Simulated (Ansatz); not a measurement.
Consider the ligand exchange at a B–C bond: `B/C=C/[SiH3]` + `C=C[NH][GeH3]` → `B[N]([GeH3])C=C` + `C=C[SiH3]`.

Isolated molecules relaxed with PBE0-D4/def2-TZVP in Ansatz; ΔE leaves out vibrations. CBS: MP2 limit from def2 TZ/QZ plus the TZ coupled-cluster correction, frozen cores. DFT in def2-TZVPP. For Ge outer-core shells are correlated without core-valence functions, which leaves a few kJ/mol of doubt a bond. Scalar relativity is left out up to krypton. Each species was taken in one conformer, which may not be the lowest.

```csv
species,ωB97X-V energy (Eh)
`B/C=C/[SiH3]`,-394.68335
`C=C[NH][GeH3]`,-2211.97474
`B[N]([GeH3])C=C`,-2237.45608
`C=C[SiH3]`,-369.24856
```

(1) Work out ΔE.

Largest T1 diagnostic among the species: 0.013.

Answers

(1) ΔE = (-2237.45608) + (-369.24856) − (-394.68335) − (-2211.97474) = -0.04655 Eh = -29.2 kcal/mol. CCSD(T)/CBS gives -31.0 kcal/mol.

The D4 term adds −1.5 kcal/mol with B3LYP and −0.8 kcal/mol with PBE0; it sums over pairs of atoms, weighted by their polarisabilities, and B3LYP, whose exchange is more repulsive, gets the larger term. In def2-TZVPP, CCSD(T) changes the Hartree–Fock value by −4.8 kcal/mol (the triples alone add −0.6 kcal/mol) and MP2 by −5.0 kcal/mol.

B3LYP here is the variant with VWN-RPA as its local correlation; programs differ in this.
